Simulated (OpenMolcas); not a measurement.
V2+ (d3) among equal point charges was computed by CASSCF with the d shell active (OpenMolcas, ANO-RCC-VDZP on the metal). Its lowest spin-free states, and all those of the highest spin:

```csv
2S+1,Degeneracy,E (cm-1)
4,3,0.0
4,3,812.5
4,1,1815
2,2,14850
2,3,14919
4,3,15106
2,3,15175
2,1,15413
2,3,19455
2,3,19757
2,3,19881
2,2,19928
```

Q: Is the site octahedral, tetrahedral or cube-like, axial, or of lower symmetry?

A: The states with 2S+1 = 4 have orbital degeneracies 3, 3, 1, 3. Threefold states need a cubic site. For d3 at this spin an octahedron puts the single A2 below the threefold T2 and a tetrahedron or cube puts the threefold T1 below the threefold T2, so the site is a tetrahedron or a cube, which this pattern cannot tell apart. The run had V2+ among 4 point charges of -1 e arranged as a tetrahedron (Td), 2.27 Å from the ion.

An orbital triplet at a regular site is open to Jahn-Teller coupling, which can distort the site and quench the lowest spin-orbit gaps and is left out. Without dynamic correlation the repulsion within the d shell is too large (B by tens of per cent), so at a given field states of lower spin stand too high. The ground term spreads over less than 5000 cm-1, several times less than with real ligands, so orbital moments are less quenched and χT lies further from the spin-only value than at real sites. This is an electrostatic model: the charges have no orbitals. No measured value stands beside these numbers.
